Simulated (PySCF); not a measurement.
## Molecular orbitals of CdC⁺

PBE at R = 2.287 Å; basis Cd def2-SVPD with ECP28, C def2-SVPD; scalar-relativistic core potentials; PySCF 2.14. State: ²Π (doublet), unpaired electrons π ↑. Only the outer orbitals are listed, counted within each symmetry, core potentials removing the inner ones.

```
spin  orbital  occ.  ε (eV)  on Cd (%)           main shells (%)
   α       4σ     1  -21.51         32           65 C s, 28 Cd d
   α       2π     1  -19.74         99                   99 Cd d
   α       2π     1  -19.70         99                   99 Cd d
   α       1δ     1  -19.60        100                  100 Cd d
   α       1δ     1  -19.60        100                  100 Cd d
   α       5σ     1  -19.18         72           71 Cd d, 27 C s
   α       6σ     1  -13.40         49           48 Cd s, 45 C p
   α       3π     1  -12.56          3                    96 C p
   α       3π     0  -11.98          4                    96 C p
   α       7σ     0  -10.61         62  46 Cd s, 37 C p, 15 Cd p
   α       4π     0   -6.59         95                   95 Cd p
   β       4σ     1  -20.74         61           58 Cd d, 36 C s
   β       2π     1  -19.76         99                  100 Cd d
   β       2π     1  -19.71        100                  100 Cd d
   β       1δ     1  -19.63        100                  100 Cd d
   β       1δ     1  -19.63        100                  100 Cd d
   β       5σ     1  -18.60         47           53 C s, 41 Cd d
   β       6σ     1  -13.03         61           60 Cd s, 32 C p
   β       3π     0  -11.42          5                    94 C p
   β       7σ     0  -10.34         52  47 C p, 31 Cd s, 20 Cd p
   β       3π     0   -9.88         12           88 C p, 11 Cd p
```

Q: Which are the highest filled and the lowest empty level, where do they sit, and how wide is the gap?

A: Highest filled α 3π at -12.56 eV (in %: 96 C p); lowest empty α 3π at -11.98 eV (in %: 96 C p); the gap at PBE is 0.58 eV. Both belong to one degenerate shell, split only by its one-sided filling, so this is no excitation gap.

* bond order (Mayer): 1.09
* ⟨S²⟩: 0.772
* charge on Cd (Mulliken, basis-dependent): 0.76
* charge on Cd (Löwdin, basis-dependent): 0.85
* dipole moment (positive dipole points towards C; it is taken about the centre of mass and depends on that origin): 0.21 D
* polarisability along the bond: 63.5 bohr³
* polarisability across the bond: 26.5 bohr³

Spin–orbit coupling is left out. The state is the lowest determinant that a PBE0 search found; another state may lie lower at other levels.
